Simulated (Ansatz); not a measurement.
Gas-phase electronic energies from Ansatz, PBE0-D4/def2-TZVP geometries. CBS: MP2 limit from def2 TZ/QZ plus the TZ coupled-cluster correction, frozen cores. This one scheme is used for every species. DFT in def2-TZVPP. B3LYP here is the variant with VWN-RPA as its local correlation; programs differ in this. Each species was taken in one conformer, which may not be the lowest.

Consider the redistribution: `N[SiH](F)F` + `N[SiH2]C[SiH](N)Cl` → `N[SiH2]C[SiH](N)F` + `N[SiH](F)Cl`.

```
             level  ΔE (kJ/mol)  difference from CCSD(T)/CBS
            PBE-D4          8.3                         -1.8
         r2SCAN-D4          8.8                         -1.3
           PBE0-D4          9.3                         -0.8
          B3LYP-D4          9.3                         -0.8
           ωB97X-V          7.7                         -2.4
           ωB97M-V          8.8                         -1.3
            B2PLYP          6.6                         -3.5
               PBE          4.9                         -5.2
            r2SCAN          7.9                         -2.2
              PBE0          6.2                         -3.9
             B3LYP          3.8                         -6.3
     HF/def2-TZVPP          6.4                         -3.7
    MP2/def2-TZVPP         11.5                          1.4
SCS-MP2/def2-TZVPP         10.1                          0.0
   CCSD/def2-TZVPP          9.1                         -1.0
CCSD(T)/def2-TZVPP          9.8                         -0.3
     HF/def2-QZVPP          6.4                         -3.7
    MP2/def2-QZVPP         11.7                          1.6
SCS-MP2/def2-QZVPP         10.3                          0.2
      HF/CBS(def2)          6.4                         -3.7
     MP2/CBS(def2)         11.8                          1.7
    CCSD/CBS(def2)          9.4                         -0.7
       CCSD(T)/CBS         10.1                            0
```

Largest T1 diagnostic among the species: 0.011.

In def2-TZVPP, CCSD(T) changes the Hartree–Fock value by +3.4 kJ/mol (the triples alone add +0.7 kJ/mol) and MP2 by +5.1 kJ/mol. The D4 term adds +5.5 kJ/mol with B3LYP and +3.1 kJ/mol with PBE0; it sums over pairs of atoms, weighted by their polarisabilities, and B3LYP, whose exchange is more repulsive, gets the larger term.
